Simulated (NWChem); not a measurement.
System: CH₂NO, doublet; SMILES [C](N)=O

The following NWChem deck was run.

```
start job
memory heap 200 mb stack 900 mb global 1100 mb
geometry units angstroms
  N      0.095584     1.088100     0.000000
  C     -0.413907    -0.157263     0.000000
  O      0.159689    -1.214220     0.000000
  H      1.100009     1.252195     0.000000
  H     -0.518452     1.886778     0.000000
end
basis spherical
  * library 3-21g
end
dft
  odft
  mult 2
  xc hfexch
  iterations 150
end
driver
  maxiter 120
end
task dft optimize
task dft freq
```

NWChem printed, in part:

```
             Northwest Computational Chemistry Package (NWChem) 7.3.0
             --------------------------------------------------------

 CS  symmetry detected

                             Geometry "geometry" -> ""
                             -------------------------

 Output coordinates in angstroms (scale by  1.889725989 to convert to a.u.)

  No.       Tag          Charge          X              Y              Z
 ---- ---------------- ---------- -------------- -------------- --------------
    1 N                    7.0000     0.10657083     1.08262956     0.00000000
    2 C                    6.0000    -0.41774979    -0.15656290     0.00000000
    3 O                    8.0000     0.14318843    -1.22029162     0.00000000
    4 H                    1.0000     1.11288307     1.23472303     0.00000000
    5 H                    1.0000    -0.49788759     1.88858042     0.00000000

 Effective nuclear repulsion energy (a.u.)      64.1506883179

      Symmetry information
      --------------------

 Group name             Cs
 Group number              2
 Group order               2
 No. of unique centers     5

                                Z-matrix (autoz)
                                --------

 Units are Angstrom for bonds and degrees for angles

      Type          Name      I     J     K     L     M      Value
      ----------- --------  ----- ----- ----- ----- ----- ----------
    1 Stretch                  1     2                       1.34555
    2 Stretch                  1     4                       1.01774
    3 Stretch                  1     5                       1.00744
    4 Stretch                  2     3                       1.20257
    5 Bend                     1     2     3               129.26194
    6 Bend                     2     1     4               121.52854
    7 Bend                     2     1     5               120.19638
    8 Bend                     4     1     5               118.27508
    9 Torsion                  3     2     1     4           0.00000
   10 Torsion                  3     2     1     5         180.00000

  xc_inp: hfexch multiplicative factor not found.

                           NWChem Geometry Optimization
                           ----------------------------

 maximum gradient threshold         (gmax) =   0.000450
 rms gradient threshold             (grms) =   0.000300
 maximum cartesian step threshold   (xmax) =   0.001800
 rms cartesian step threshold       (xrms) =   0.001200
 fixed trust radius                (trust) =   0.300000
 source of zmatrix                         =   autoz

          -------------------
          Energy Minimization
          -------------------

 Using diagonal initial Hessian
 Scaling for Hessian diagonals: bonds = 1.00  angles = 0.25  torsions = 0.10

          --------
          Step   0

                                 NWChem DFT Module
                                 -----------------

 Summary of "ao basis" -> "ao basis" (spherical)
 ------------------------------------------------------------------------------
       Tag                 Description            Shells   Functions and Types
 ---------------- ------------------------------  ------  ---------------------
 N                           3-21g                   5        9   3s2p
 C                           3-21g                   5        9   3s2p
 O                           3-21g                   5        9   3s2p
 H                           3-21g                   2        2   2s

      Symmetry analysis of basis
      --------------------------

        a'         25
        a"          6

            General Information
            -------------------
          SCF calculation type: DFT
          Wavefunction type:  spin polarized.
          No. of atoms     :     5
          No. of electrons :    23
           Alpha electrons :    12
            Beta electrons :    11
          Charge           :     0
          Spin multiplicity:     2
          Use of symmetry is: on ; symmetry adaption is: on
          Maximum number of iterations: 150
          AO basis - number of functions:    31
                     number of shells:    19
          Convergence on energy requested:  1.00D-06
          Convergence on density requested:  1.00D-05
          Convergence on gradient requested:  5.00D-04

              XC Information
              --------------
                     Hartree-Fock (Exact) Exchange  1.000

      Superposition of Atomic Density Guess
      -------------------------------------

 Sum of atomic energies:        -166.83821171

      Non-variational initial energy
      ------------------------------

 Total energy =    -168.071132
 1-e energy   =    -354.363294
 2-e energy   =     122.141473
 HOMO         =      -0.113448
 LUMO         =       0.109127

   Symmetry analysis of molecular orbitals - initial alpha
   -------------------------------------------------------

  Numbering of irreducible representations:

     1 a'          2 a"

  Orbital symmetries:

     1 a'          2 a'          3 a'          4 a'          5 a'
     6 a'          7 a'          8 a'          9 a"         10 a'
    11 a"         12 a'         13 a"         14 a'         15 a'
    16 a'         17 a'         18 a'         19 a"         20 a'
    21 a'         22 a'

   Symmetry analysis of molecular orbitals - initial beta
   ------------------------------------------------------

  Numbering of irreducible representations:

     1 a'          2 a"

  Orbital symmetries:

     1 a'          2 a'          3 a'          4 a'          5 a'
     6 a'          7 a'          8 a'          9 a"         10 a'
    11 a"         12 a'         13 a"         14 a'         15 a'
    16 a'         17 a'         18 a'         19 a"         20 a'
    21 a'         22 a'

   convergence    iter        energy       DeltaE   RMS-Dens  Diis-err
 ---------------- ----- ----------------- --------- --------- ---------
 d= 0,ls=0.0,diis     1   -167.2838979049 -2.31D+02  1.48D-02  1.38D-01
                                                     1.05D-02  1.44D-01
 d= 0,ls=0.0,diis     2   -167.3263037211 -4.24D-02  7.40D-03  1.03D-01
                                                     4.23D-03  9.05D-02
 d= 0,ls=0.0,diis     3   -167.3604711306 -3.42D-02  2.81D-03  1.27D-03
                                                     1.43D-03  1.70D-03
 d= 0,ls=0.0,diis     4   -167.3622265534 -1.76D-03  1.40D-03  2.80D-04
                                                     5.07D-04  1.30D-04
 d= 0,ls=0.0,diis     5   -167.3624719143 -2.45D-04  6.45D-04  2.77D-05
                                                     2.74D-04  5.57D-05
  Resetting Diis
 d= 0,ls=0.0,diis     6   -167.3625249186 -5.30D-05  2.29D-04  6.65D-06
                                                     1.10D-04  5.88D-06
 d= 0,ls=0.0,diis     7   -167.3625344292 -9.51D-06  2.64D-05  5.33D-07
                                                     3.29D-05  1.36D-06
 d= 0,ls=0.0,diis     8   -167.3625358772 -1.45D-06  2.98D-05  2.77D-07
                                                     4.09D-05  5.65D-07
 d= 0,ls=0.0,diis     9   -167.3625370312 -1.15D-06  2.15D-05  5.16D-08
                                                     3.25D-05  2.55D-07
 d= 0,ls=0.0,diis    10   -167.3625374692 -4.38D-07  8.25D-06  3.11D-08
                                                     1.15D-05  3.39D-08
 d= 0,ls=0.0,diis    11   -167.3625375564 -8.72D-08  7.98D-06  6.23D-09
                                                     1.19D-05  1.99D-08
 d= 0,ls=0.0,diis    12   -167.3625376037 -4.73D-08  4.46D-06  4.04D-09
                                                     3.78D-06  2.00D-09

         Total DFT energy =     -167.362537603714
      One electron energy =     -355.338295905411
           Coulomb energy =      144.473119516533
    Exchange-Corr. energy =      -20.648049532768
 Nuclear repulsion energy =       64.150688317933

 Numeric. integr. density =        0.000000000000

                  Occupations of the irreducible representations
                  ----------------------------------------------

                     irrep           alpha         beta
                     --------     --------     --------
                     a'               10.0          9.0
                     a"                2.0          2.0

                    DFT Final Alpha Molecular Orbital Analysis
                    ------------------------------------------

[...]

      ----------------------
      Optimization converged
      ----------------------

  Step       Energy      Delta E   Gmax     Grms     Xrms     Xmax
  ---- ---------------- -------- -------- -------- -------- --------
@    4    -167.36351401 -1.6D-07  0.00011  0.00004  0.00045  0.00121
                                     ok       ok       ok       ok

                                Z-matrix (autoz)
                                --------

 Units are Angstrom for bonds and degrees for angles

      Type          Name      I     J     K     L     M      Value     Gradient
      ----------- --------  ----- ----- ----- ----- ----- ---------- ----------
    1 Stretch                  1     2                       1.33644    0.00003
    2 Stretch                  1     4                       1.00165   -0.00004
    3 Stretch                  1     5                       0.99484   -0.00001
    4 Stretch                  2     3                       1.19506    0.00011
    5 Bend                     1     2     3               132.49773    0.00002
    6 Bend                     2     1     4               121.66724    0.00001
    7 Bend                     2     1     5               120.12121   -0.00001
    8 Bend                     4     1     5               118.21155   -0.00000
    9 Torsion                  3     2     1     4           0.00000    0.00000
   10 Torsion                  3     2     1     5         180.00000    0.00000

                         Geometry "geometry" -> "geometry"
                         ---------------------------------

 Output coordinates in angstroms (scale by  1.889725989 to convert to a.u.)

  No.       Tag          Charge          X              Y              Z
 ---- ---------------- ---------- -------------- -------------- --------------
    1 N                    7.0000     0.11311476     1.08642956     0.00000000
    2 C                    6.0000    -0.39153202    -0.15107312     0.00000000
    3 O                    8.0000     0.11950588    -1.23135685     0.00000000
    4 H                    1.0000     1.10108376     1.25143761     0.00000000
    5 H                    1.0000    -0.49516743     1.87364128     0.00000000

 Effective nuclear repulsion energy (a.u.)      64.4401435419

      Symmetry information
      --------------------

 Group name             Cs
 Group number              2
 Group order               2
 No. of unique centers     5

                Final and change from initial internal coordinates
                --------------------------------------------------

                                Z-matrix (autoz)
                                --------

 Units are Angstrom for bonds and degrees for angles

      Type          Name      I     J     K     L     M      Value       Change
      ----------- --------  ----- ----- ----- ----- ----- ---------- ----------
    1 Stretch                  1     2                       1.33644   -0.00911
    2 Stretch                  1     4                       1.00165   -0.01609
    3 Stretch                  1     5                       0.99484   -0.01259
    4 Stretch                  2     3                       1.19506   -0.00751
    5 Bend                     1     2     3               132.49773    3.23578
    6 Bend                     2     1     4               121.66724    0.13870
    7 Bend                     2     1     5               120.12121   -0.07517
    8 Bend                     4     1     5               118.21155   -0.06352
    9 Torsion                  3     2     1     4           0.00000    0.00000
   10 Torsion                  3     2     1     5         180.00000    0.00000

 ==============================================================================
                                internuclear distances
 ------------------------------------------------------------------------------
       center one      |      center two      | atomic units |  angstroms
 ------------------------------------------------------------------------------
    2 C                |   1 N                |     2.52551  |     1.33644
    3 O                |   2 C                |     2.25834  |     1.19506
    4 H                |   1 N                |     1.89285  |     1.00165
    5 H                |   1 N                |     1.87998  |     0.99484
 ------------------------------------------------------------------------------
                         number of included internuclear distances:          4
 ==============================================================================

[second-derivative integrals and response iterations left out]

  Vibrational analysis via the FX method

  See chapter 2 in "Molecular Vibrations" by Wilson, Decius and Cross

  Vib: Default input used

[...]

 Rotational Constants
 --------------------
 A=   4.553031 cm-1  (  6.550650 K)
 B=   0.366861 cm-1  (  0.527819 K)
 C=   0.339505 cm-1  (  0.488461 K)

 Temperature                      =   298.15K
 frequency scaling parameter      =   1.0000

 Zero-Point correction to Energy  =   22.502 kcal/mol  (  0.035860 au)
 Thermal correction to Energy     =   24.573 kcal/mol  (  0.039159 au)
 Thermal correction to Enthalpy   =   25.165 kcal/mol  (  0.040103 au)

 Total Entropy                    =   59.122 cal/mol-K
   - Translational                =   37.255 cal/mol-K (mol. weight =  44.0136)
   - Rotational                   =   20.572 cal/mol-K (symmetry #  =        1)
   - Vibrational                  =    1.295 cal/mol-K

 Cv (constant volume heat capacity) =    9.264 cal/mol-K
   - Translational                  =    2.979 cal/mol-K
   - Rotational                     =    2.979 cal/mol-K
   - Vibrational                    =    3.305 cal/mol-K

[normal modes left out]

 ----------------------------------------------------------------------------
 Normal Eigenvalue ||           Projected Infra Red Intensities
  Mode   [cm**-1]  || [atomic units] [(debye/angs)**2] [(KM/mol)] [arbitrary]
 ------ ---------- || -------------- ----------------- ---------- -----------
    1       -0.000 ||    0.000004           0.000         0.004       0.001
    2       -0.000 ||    0.008125           0.187         7.920       1.049
    3       -0.000 ||    0.000042           0.001         0.041       0.005
    4       -0.000 ||    0.009148           0.211         8.918       1.181
    5       -0.000 ||    0.007179           0.166         6.999       0.927
    6        0.000 ||    0.006446           0.149         6.284       0.832
    7      578.314 ||    0.008319           0.192         8.110       1.074
    8      612.895 ||    0.091749           2.117        89.442      11.843
    9      702.239 ||    0.381051           8.791       371.467      49.186
   10     1176.772 ||    0.005444           0.126         5.307       0.703
   11     1318.697 ||    0.082892           1.912        80.807      10.700
   12     1803.647 ||    0.100244           2.313        97.722      12.939
   13     1956.467 ||    0.342130           7.893       333.525      44.162
   14     3718.980 ||    0.039217           0.905        38.231       5.062
   15     3880.224 ||    0.080077           1.847        78.063      10.336
 ----------------------------------------------------------------------------
```

Level: UHF/3-21G. In the optimisation the excess spin sits in a' (Cs, its own frame). No stability test was run on the SCF state.
